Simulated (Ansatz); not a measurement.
`[SeH][InH2]` + PH₃ → `P[SeH]` + `[InH3]`  (ligand exchange at the Se–In bond)

Isolated molecules relaxed with PBE0-D4/def2-TZVP in Ansatz; ΔE leaves out vibrations. CBS: MP2 limit from def2 TZ/QZ plus the TZ coupled-cluster correction, frozen cores. This one scheme is used for every species. Functionals use def2-TZVPP. Elements past krypton have def2 core potentials. For In, Se outer-core shells are correlated without core-valence functions, which leaves a few kJ/mol of doubt a bond. Scalar relativity is left out up to krypton.

`[SeH][InH2]`:

Z-matrix (Å, degrees):
```
In
Se 1 2.508
H 1 1.712 2 116.7
H 1 1.712 2 114.2 3 180.0
H 2 1.469 1 92.9 3 0.0
```

PH₃:

```xyz
4

P    -0.577   -0.031   -0.059
H     0.293    0.317   -1.126
H     0.221   -1.138    0.333
H     0.063    0.851    0.852
```

`P[SeH]`:

Z-matrix (Å, degrees):
```
P
Se 1 2.263
H 1 1.419 2 96.7
H 1 1.419 2 96.7 3 -93.8
H 2 1.468 1 92.8 3 -133.1
```

`[InH3]`:

Cartesian coordinates in Å:
```
In 0.000 0.000 0.000
H 0.170 1.386 -1.011
H 1.327 -1.080 0.213
H -1.498 -0.307 0.797
```

| level | ΔE (kcal/mol) | difference from CCSD(T)/CBS |
| --- | --- | --- |
| r2SCANh-D4 | 26.3 | -1.1 |
| CAM-B3LYP-D4 | 25.7 | -1.7 |
| B2PLYP | 26.7 | -0.7 |
| PBE-QIDH | 26.6 | -0.8 |
| BLYP | 25.8 | -1.6 |
| PBE0 | 25.5 | -1.9 |
| CCSD(T)/def2-TZVPP | 26.9 | -0.5 |
| HF/CBS(def2) | 27.2 | -0.2 |
| MP2/CBS(def2) | 28.1 | 0.7 |
| CCSD/CBS(def2) | 27.5 | 0.1 |
| CCSD(T)/CBS | 27.4 | 0 |

Q: What do rigid-rotor, harmonic-oscillator terms from PBE0-D4/def2-TZVP frequencies (298.15 K, 1 bar) make of the CCSD(T)/CBS value? (Estimate.)

A: Computed: ΔZPE = -1.0 kcal/mol, ΔH = +26.3 kcal/mol, ΔS = -4 J/(mol·K), ΔG = +26.6 kcal/mol.

Largest T1 diagnostic among the species: 0.014.

Leaving LDA and LC-ωPBE aside and taking each functional with its dispersion term where it has one, the values, not all of them listed here, spread over 3.2 kcal/mol, from revPBE-D4 to B2PLYP. At CCSD(T), def2-SVP lies +1.8 kcal/mol from the extrapolated value and def2-TZVPP −0.5 kcal/mol.
